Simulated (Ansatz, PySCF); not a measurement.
Gas-phase reaction in SMILES: FB(F)F [trifluoroborane] + 3 [H][H] (H2) -> B (BH3) + 3 F (HF)
Structures are relaxed separately at B3LYP-D3(BJ)/def2-TZVP in Ansatz (a first-principles code).

Property: energy of full hydrogenation (enthalpy at 298 K, with B3LYP-D3(BJ) rigid-rotor harmonic-oscillator terms from PySCF), in kJ/mol. Cores are frozen in the correlated levels unless marked. Spin-orbit coupling is left out. No relativistic terms. CBS marks a two-point X^-3 extrapolation of the correlation energy; Hartree-Fock from the larger set.

```json
[
 {"level": "HF/6-31G", "program": "Ansatz", "energy of full hydrogenation (kJ/mol)": "390.2"},
 {"level": "HF/aug-cc-pVDZ", "program": "Ansatz", "energy of full hydrogenation (kJ/mol)": "339.9"},
 {"level": "B97M-V/def2-TZVPD", "program": "Ansatz", "energy of full hydrogenation (kJ/mol)": "441.2"},
 {"level": "PBE0-D3(BJ)/def2-TZVP", "program": "Ansatz + dftd3", "energy of full hydrogenation (kJ/mol)": "430.8"},
 {"level": "PBE0-D3(BJ)/def2-TZVPD", "program": "Ansatz + dftd3", "energy of full hydrogenation (kJ/mol)": "410.2"},
 {"level": "CCSD(T)/cc-pVDZ", "program": "PySCF", "energy of full hydrogenation (kJ/mol)": "431.0"},
 {"level": "CCSD(T)/CBS(cc-pVTZ,cc-pVQZ)", "program": "Ansatz", "energy of full hydrogenation (kJ/mol)": "419.1"}
]
```
